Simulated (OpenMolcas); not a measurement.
## Ni5+: from CASSCF to CASPT2

* Program: OpenMolcas 26.06
* Basis: ANO-RCC-VTZP [6s5p3d2f1g]
* Scalar Hamiltonian: DKH2, point nucleus
* Active space: 5 electrons in 5 orbitals (3d)
* State averaging: 2S+1 = 6 even, 1 root; 2S+1 = 4 even, 24 roots kept (CI in the orbitals of an earlier block); 2S+1 = 2 even, 75 roots kept (CI in the orbitals of an earlier block)
* Spin-orbit coupling: state interaction with AMFI integrals over the reference wave functions, term energies averaged over their components

Methods on the same reference wave functions:
A. CASSCF
B. SS-CASPT2, IPEA 0.25 Eh, imaginary shift 0.1 Eh (closed shells correlated: 3s 3p)
C. MS-CASPT2, IPEA 0.25 Eh, imaginary shift 0.1 Eh (closed shells correlated: 3s 3p)

Energies in cm-1 above 3d5 6S 5/2, the measured ground level; measured values from Corliss and Sugar, J. Phys. Chem. Ref. Data 10, 197 (1981).

| Level | A | B | C | Measured |
| --- | --- | --- | --- | --- |
| 3d5 6S 5/2 | 0.0 | 0.0 | 0.0 | 0.0 |
| 3d5 4G 5/2 | 46999 | 43560 | 43560 |  |
| 3d5 4G 7/2 | 47070 | 43650 | 43650 |  |
| 3d5 4G 11/2 | 47089 | 43670 | 43670 | 41921 |
| 3d5 4G 9/2 | 47112 | 43700 | 43700 |  |
| 3d5 4P 5/2 | 53987 | 47890 | 47890 | 45884 |
| 3d5 4P 3/2 | 54183 | 48100 | 48100 | 46104 |
| 3d5 4P 1/2 | 54420 | 48350 | 48350 | 46325 |
| 3d5 4D 7/2 | 58455 | 52100 | 52100 | 50331 |
| 3d5 4D 1/2 | 58684 | 52340 | 52340 |  |
| 3d5 4D 3/2 | 58865 | 52530 | 52530 |  |
| 3d5 4D 5/2 | 58905 | 52570 | 52570 |  |
| 3d5 2I 11/2 | 67085 | 63830 | 63830 | 61196 |
| 3d5 2I 13/2 | 67256 | 64040 | 64040 | 61280 |
| 3d5 2D 5/2(1) [63 %] | 74960 | 67020 | 67020 | 64152 |
| 3d5 2D 3/2(1) | 76161 | 68050 | 68050 | 65174 |
| 3d5 2F 7/2(1) | 77906 | 70340 | 70340 | 67085 |
| 3d5 4F 9/2 | 78809 | 71070 | 71070 |  |
| 3d5 4F 5/2 | 78880 | 71160 | 71160 |  |
| 3d5 4F 7/2 | 78991 | 71250 | 71250 |  |
| 3d5 4F 3/2 | 79466 | 71670 | 71670 |  |
| 3d5 2H 9/2 [68 %] | 82425 | 76050 | 76050 | 72909 |
| 3d5 2H 11/2 | 83069 | 77080 | 77080 | 73757 |
| 3d5 2G 7/2(1) | 85302 | 77590 | 77590 | 74628 |

Deviations, from unrounded energies. A percentage is the sum of absolute deviations over the sum of measured energies, with the sign that they share, or ± where signs differ.

| Against measurement | Levels | A | B | C |
| --- | --- | --- | --- | --- |
| mean absolute deviation (cm-1) | 13 | 8600 | 2600 | 2600 |
| other terms of the ground configuration (%) | 13 | +14.5 | +4.3 | +4.3 |

B, C lie about equally close to measurement and A furthest from it. The largest miss of B in the table is 3d5 2H 11/2, by +3300 cm-1. The ranking rests on the paired levels alone, and a cruder setting can come out closer through cancelling errors.

Between B and C no level of the table moves by more than 5 cm-1.

The two smallest mean deviations differ by little beside CASPT2's spread within terms, so their order carries little weight.

From A to B the spin-free energies of the other terms of 3d5 shown, above 6S, scale by factors of 0.89 to 0.95, as is usual when dynamic correlation screens the repulsion within a d or f shell.

The lowest spin-free term lies below A's lowest term by 0.390 hartree in B, 0.390 hartree in C.

CASPT2 does not keep the components of a term degenerate, so their means are used; among the terms shown or strongly mixed into the levels shown the widest spread is 520 cm-1 (3d5 4F, C). Terms from blocks run as CI alone lack orbitals of their own. Without dynamic correlation excited terms often stand tens of per cent too high (terms of higher spin than the ground term too low), and those without a measured partner can miss by more than the paired ones (holds for A). Blocks of more than 70 roots (2S+1 = 2 even) ran without multistate coupling (holds for C). Measured partners are found by configuration, term and J. A level has none where our copy of the source lacks it or the pairing is in doubt (some pairs that miss far off the trend of their configuration count as doubtful), and it then counts in no deviation. Only configurations of the active space appear. Levels that lie high or do not pair safely by name in every column are left out.

A share in square brackets marks a mixed level and gives the weight of the term that names it, the lowest over the columns. A number in round brackets counts repeated terms of one configuration in the order of the reference energies.
